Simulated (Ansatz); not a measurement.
Basis-set series for C3H9ClMoO4, SMILES `C[O][Mo](=[O])([Cl])([O]C)[O]C`. Total charge 0; spin multiplicity 1. Mo: def2 effective core potential. All single points use the PBE0-D4/def2-TZVP geometry. It is one conformer, not always the lowest.

| functional | basis | functions | energy (Eh) | HOMO (eV) | LUMO (eV) |
| --- | --- | --- | --- | --- | --- |
| PBE0-D4 | def2-SVP | 192 | -948.10693 | -8.31 | -2.98 |
| PBE0-D4 | def2-QZVPP | 820 | -948.82301 | -8.39 | -2.97 |
| ωB97M-V | def2-SVP | 192 | -948.42703 | -10.55 | -0.96 |
| ωB97M-V | def2-QZVPP | 820 | -949.15676 | -10.63 | -0.96 |

Give the rows for def2-TZVPP. (Estimate.)

The calculation gave: 
| functional | basis | functions | energy (Eh) | HOMO (eV) | LUMO (eV) |
| --- | --- | --- | --- | --- | --- |
| PBE0-D4 | def2-TZVPP | 441 | -948.78180 | -8.37 | -2.97 |
| ωB97M-V | def2-TZVPP | 441 | -949.11682 | -10.62 | -0.96 |

All numbers were calculated with Ansatz.
